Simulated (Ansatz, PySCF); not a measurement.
Gas-phase reaction in SMILES: CC[SiH3] -> [CH3] (CH3) + [CH2][SiH3] (the C-C bond at the site shown breaks; other sites are not compared here)
Structures are relaxed separately at B3LYP-D3(BJ)/def2-TZVP in Ansatz (a program for electronic structure).

Quantity: bond dissociation energy (0 K, with B3LYP-D3(BJ) harmonic zero-point energies from PySCF), in eV. Valence correlation only, unless marked. UHF or UKS for open shells. Spin-orbit coupling is left out. No relativistic terms. CBS(X,Y): correlation extrapolated as X^-3; Hartree-Fock from the larger set. [CCSD(T)-MP2]/basis is that difference in the basis named.

Level to compare with: RI-MP2/CBS(cc-pV(T+d)Z,cc-pV(Q+d)Z)+[CCSD(T)-MP2]/cc-pV(T+d)Z (Ansatz), 3.68 eV. It is a level with limits of its own, and the differences hold the functionals' basis error too.

### Question
Rank these functionals by how close they come to RI-MP2/CBS(cc-pV(T+d)Z,cc-pV(Q+d)Z)+[CCSD(T)-MP2]/cc-pV(T+d)Z, closest first: SVWN5/def2-TZVPD (Ansatz); wB97X-V/def2-TZVPD (Ansatz); HSE06/def2-TZVPD (Ansatz).

### Answer
wB97X-V/def2-TZVPD (range-separated hybrid with VV10, 3.71 eV, difference 0.03), HSE06/def2-TZVPD (screened hybrid, 3.55 eV, difference -0.13), SVWN5/def2-TZVPD (LDA, 4.43 eV, difference 0.75)
